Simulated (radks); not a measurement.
Problem. Valence configurations of neutral barium (all share [Xe]). Calculated with a radial shooting solver on a logarithmic mesh with Libxc functionals: Dirac Kohn-Sham, BLYP, spin-unpolarised, spherical densities, finite nucleus; open shells fill j = l - 1/2 first; Fermi nuclear charge, rms radius 4.8378 fm. Order these by energy: 6s1 6p1; 5d1 6s0.5 6p0.5; 5d2; 5d0.5 6s1.5; 6p2; 5d1 6s1; 6s2; 6s1.5 6p0.5; 4f2.

Solution. From the lowest, in eV above it: 6s2 0.000; 5d0.5 6s1.5 0.619; 6s1.5 6p0.5 0.969; 5d1 6s1 1.306; 6s1 6p1 1.971; 5d1 6s0.5 6p0.5 2.180; 5d2 2.816; 6p2 4.066; 4f2 9.043. NIST lists [Xe] 6s2 as the ground configuration; this level of theory agrees among the configurations tried. The energies are those of spherical spin-averaged densities, not of single terms. No valid solution was reached for [Xe] 4f0.5 6s1.5.
